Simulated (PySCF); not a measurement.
AlGeH₄NO, AlBGeH₄N, ClGeH₂N (calculated)

Computed with PySCF 2.14.0. Calculation on a computer-drawn molecule: the log of a Hartree-Fock and frozen-core CCSD(T) single point meant for a local Hartree-Fock minimum, with one planted fault or none, to be diagnosed. Offsets are logged minus clean, where the clean run is the same molecule without the fault. The reference is restricted for singlets and unrestricted otherwise, and also for a bond in bohr or an excited solution. Adding or removing an electron swaps singlet and doublet. The excited solution moves the top pair (singlet) or top alpha electron (doublet) to the lowest empty orbital. Highest occupied and lowest empty are orbital energies over both spins, largest force is the largest gradient component, triples share is (T) over the correlation energy, the T1 limit is 0.02 restricted and 0.045 unrestricted, electrons count all cores, a negative frequency is imaginary (commonest isotopes), and the dipole is about the centre of nuclear charge; on germanium a core potential holds 10 electrons, which the energies leave out, and 3d is frozen in MP2 and coupled-cluster steps.

Common to all runs: meant multiplicity 1; meant basis cc-pV(D+d)Z; meant basis and core potential on germanium cc-pVDZ-PP ECP10MDF; logged SCF converged yes; logged CC converged yes; logged SCF stable within its kind yes; possible faults no fault, one electron removed, one electron added, multiplicity raised by two, geometry at a saddle point, SCF held on an excited solution, minimal basis STO-3G, one bond length entered in bohr, all coordinates scaled.

(1) AlGeH₄NO

Logged structure:
```xyz
8
AlGeH4NO
N     -0.5557    -0.2267    -0.8455
Ge     0.0786    -1.3782     0.0650
Al     2.2303    -0.9620     0.8756
O      2.8416    -2.1162     1.7838
H     -1.4338    -0.4221    -1.1627
H     -0.6391    -2.6051     0.3680
H      2.9874     0.2766     0.5790
H      3.6331    -2.1612     2.1865
```

* meant charge: 0
* logged electrons: 64
* logged basis functions: 94
* logged spin squared: 0
* logged highest occupied: -9.7675 eV
* logged lowest empty: 0.87662 eV
* logged largest force: 0.078639 hartree/bohr
* logged T1 diagnostic: 0.016809
* logged D1 diagnostic: 0.054343
* logged triples share: 0.028699
* logged dipole magnitude: 3.0329 debye
* logged energy HF: -666.91046 hartree
* logged energy CCSD(T): -667.46389 hartree
* planted fault: all coordinates scaled, by -5.7 %
* HF energy offset from clean run: 19.97 kcal/mol
* CCSD(T) energy offset from clean run: 28.73 kcal/mol

Drawn bonds:
| atom | other atom | order |
| --- | --- | --- |
| 1 | 2 | 2 |
| 2 | 3 | 1 |
| 3 | 4 | 1 |
| 1 | 5 | 1 |
| 2 | 6 | 1 |
| 3 | 7 | 1 |
| 4 | 8 | 1 |

(2) AlBGeH₄N

Logged structure:
```xyz
8
AlBGeH4N
N      0.9840    -0.0061     2.6555
Ge     0.1700     0.4142     1.1441
B     -0.8033    -1.3582     0.3661
Al    -2.0064    -1.6559    -1.5273
H      1.5068     0.7807     3.1401
H      0.0855     1.8067     0.3697
H     -0.6958    -2.3995     1.0513
H     -2.8726    -1.8794    -2.8877
```

- meant charge: 1
- logged electrons: 60
- logged basis functions: 94
- logged spin squared: 0
- logged highest occupied: -12.809 eV
- logged lowest empty: -5.5711 eV
- logged largest force: 0.034401 hartree/bohr
- logged T1 diagnostic: 0.029573
- logged D1 diagnostic: 0.10933
- logged triples share: 0.046068
- logged dipole magnitude: 11.866 debye
- logged energy HF: -616.36985 hartree
- logged energy CCSD(T): -616.83159 hartree
- planted fault: all coordinates scaled, by +4.9 %
- HF energy offset from clean run: 10.06 kcal/mol
- CCSD(T) energy offset from clean run: 2.905 kcal/mol

Drawn bonds:
| atom | other atom | order |
| --- | --- | --- |
| 1 | 2 | 2 |
| 2 | 3 | 1 |
| 3 | 4 | 1 |
| 1 | 5 | 1 |
| 2 | 6 | 1 |
| 3 | 7 | 1 |
| 4 | 8 | 1 |

Notes: T1 above single-reference limit.

(3) AlBGeH₄N

Logged structure:
```xyz
8
AlBGeH4N
N      0.9380    -0.0058     2.5315
Ge     0.1620     0.3948     1.0907
B     -0.7658    -1.2948     0.3490
Al    -1.9126    -1.5786    -1.4560
H      1.4364     0.7442     2.9934
H      0.0815     1.7223     0.3524
H     -0.6633    -2.2874     1.0022
H     -2.7384    -1.7916    -2.7528
```

- meant charge: 1
- logged electrons: 60
- logged basis functions: 94
- logged spin squared: 2.0137
- logged highest occupied: -12.005 eV
- logged lowest empty: -5.2323 eV
- logged largest force: 0.11415 hartree/bohr
- logged T1 diagnostic: 0.015281
- logged D1 diagnostic: 0.041646
- logged triples share: 0.029953
- logged dipole magnitude: 4.9488 debye
- logged energy HF: -616.38588 hartree
- logged energy CCSD(T): -616.78287 hartree
- planted fault: multiplicity raised by two
- HF energy offset from clean run: 0.003296 kcal/mol
- CCSD(T) energy offset from clean run: 33.48 kcal/mol

Drawn bonds:
| atom | other atom | order |
| --- | --- | --- |
| 1 | 2 | 2 |
| 2 | 3 | 1 |
| 3 | 4 | 1 |
| 1 | 5 | 1 |
| 2 | 6 | 1 |
| 3 | 7 | 1 |
| 4 | 8 | 1 |

(4) AlBGeH₄N

Logged structure:
```xyz
8
AlBGeH4N
N      0.9380    -0.0058     2.5315
Ge     0.1620     0.3948     1.0907
B     -0.7658    -1.2948     0.3490
Al    -1.9126    -1.5786    -1.4560
H      1.4364     0.7442     2.9934
H      0.0815     1.7223     0.3524
H     -0.6633    -2.2874     1.0022
H     -3.4732    -1.9811    -3.9066
```

- meant charge: 1
- logged electrons: 60
- logged basis functions: 94
- logged spin squared: 1.6542
- logged highest occupied: -12.552 eV
- logged lowest empty: -5.2207 eV
- logged largest force: 0.07293 hartree/bohr
- logged T1 diagnostic: 0.071694
- logged D1 diagnostic: 0.31727
- logged triples share: 0.045144
- logged dipole magnitude: 8.5346 debye
- logged energy HF: -616.32274 hartree
- logged energy CCSD(T): -616.73016 hartree
- planted fault: one bond length entered in bohr, row 7 of the drawn bonds
- HF energy offset from clean run: 39.62 kcal/mol
- CCSD(T) energy offset from clean run: 66.55 kcal/mol

Drawn bonds:
| atom | other atom | order |
| --- | --- | --- |
| 1 | 2 | 2 |
| 2 | 3 | 1 |
| 3 | 4 | 1 |
| 1 | 5 | 1 |
| 2 | 6 | 1 |
| 3 | 7 | 1 |
| 4 | 8 | 1 |

Notes: T1 above single-reference limit.

(5) ClGeH₂N

Logged structure:
```xyz
5
ClGeH2N
N      0.3609     2.5562    -0.0474
Ge     1.6607     1.8189     0.6937
Cl     2.1134    -0.2849     0.7699
H     -0.2782     1.9256    -0.5097
H      2.7474     2.5443     1.4455
```

* meant charge: 0
* logged electrons: 59
* logged basis functions: 70
* logged spin squared: 0.7712
* logged highest occupied: 0.37787 eV
* logged lowest empty: 8.1744 eV
* logged largest force: 0.054543 hartree/bohr
* logged T1 diagnostic: 0.015292
* logged D1 diagnostic: 0.052886
* logged triples share: 0.029818
* logged dipole magnitude: 2.4287 debye
* logged energy HF: -808.43708 hartree
* logged energy CCSD(T): -808.88134 hartree
* planted fault: one electron added
* HF energy offset from clean run: 24.04 kcal/mol
* CCSD(T) energy offset from clean run: 25.36 kcal/mol

Drawn bonds:
| atom | other atom | order |
| --- | --- | --- |
| 1 | 2 | 2 |
| 2 | 3 | 1 |
| 1 | 4 | 1 |
| 2 | 5 | 1 |

Notes: highest electron not bound in this basis.
